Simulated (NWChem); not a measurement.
MoN2H2BrCl; SMILES [NH]=[Mo]([Cl])(=[NH])[Br]

Computed with NWChem. Medium grid unless said otherwise, to which SCAN and Minnesota functionals are sensitive. All runs use the structure optimised with PBE0/def2-SVP. No frequency run checked for a minimum. def2 effective core potentials on Mo; no spin-orbit coupling. Level r2SCAN/def2-SVP: single points from the atomic guess with DIIS by default; each run changes one setting, and all converged runs end within 0.3 mHa of each other. NWChem's automatic level shift, which a small gap switches on, acted in some of these runs.

```tsv
setting	SCF iterations
defaults	20
core-Hamiltonian guess	23
DIIS on 3 Fock matrices	19
no DIIS, 40 % damping	20
level shift of 0.5 Ha throughout	20
no level shifting	11
```
